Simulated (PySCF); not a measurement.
Ground-state electric properties of a mixed set of molecules.

All values: PBE0/pcSseg-1 (PySCF) at PBE0-D3(BJ)/def2-SVP geometries, gas phase, one conformer each.

Question: Rank by HOMO–LUMO gap, highest first.
A. `[SiH3]N([SiH3])B1C=CBC=C1`
B. `CC(C)N(C)N[SiH3]`
C. `O=[P@@H](C(F)=C(F)F)C1CC1`
D. `O=CO[SiH2]F`

Answer: D (8.35 eV), C (7.46 eV), B (7.15 eV), A (4.52 eV).

Question: Rank by the lowest IAO charge on any atom, highest value first.
A. `O=[P@@H](C(F)=C(F)F)C1CC1`
B. `CC(C)N(C)N[SiH3]`
C. `C1BC=CB(C=1)N([SiH3])[SiH3]`

Answer: B (-0.586 e), C (-0.726 e), A (-0.899 e).

Question: Rank by the lowest Hirshfeld charge on any atom, highest value first.
A. `[SiH3]N([SiH3])B1C=CBC=C1`
B. `O=CO[SiH2]F`
C. `O=[P@@H](C(F)=C(F)F)C1CC1`
D. `CC(C)N(C)N[SiH3]`

Answer: D (-0.191 e), B (-0.241 e), A (-0.276 e), C (-0.387 e).

All values together:

```tsv
SMILES	formula	μ (D)	HOMO (eV)	LUMO (eV)	lowest IAO charge (e)	highest IAO charge (e)	lowest Hirshfeld charge (e)	highest Hirshfeld charge (e)
[SiH3]N([SiH3])B1C=CBC=C1	C4H11B2NSi2	1.44	-7.60	-3.08	-0.726 (N)	+0.715 (Si)	-0.276 (N)	+0.357 (Si)
O=CO[SiH2]F	CH3FO2Si	0.49	-8.86	-0.51	-0.577 (O)	+1.260 (Si)	-0.241 (O)	+0.493 (Si)
CC(C)N(C)N[SiH3]	C4H14N2Si	1.65	-6.36	0.79	-0.586 (N)	+0.739 (Si)	-0.191 (N)	+0.334 (Si)
O=[P@@H](C(F)=C(F)F)C1CC1	C5H6F3OP	3.03	-7.81	-0.35	-0.899 (O)	+1.403 (P)	-0.387 (O)	+0.395 (P)
```

Conformers: `[O:1]=[CH:2][O:3][SiH2:4][F:5]` with O1–C2–O3–Si4 1°, C2–O3–Si4–F5 179°; `[CH3:1][CH:2]([CH3:3])[N:4]([CH3:5])[NH:6][SiH3:7]` with C1–C2–N4–C5 163°, C2–N4–N6–Si7 126°; `[O:1]=[P@@H:2]([C:3]([F:4])=[C:5]([F:6])[F:7])[CH:8]1[CH2:9][CH2:10]1` with O1–P2–C3–F4 178°, O1–P2–C8–C9 30°.
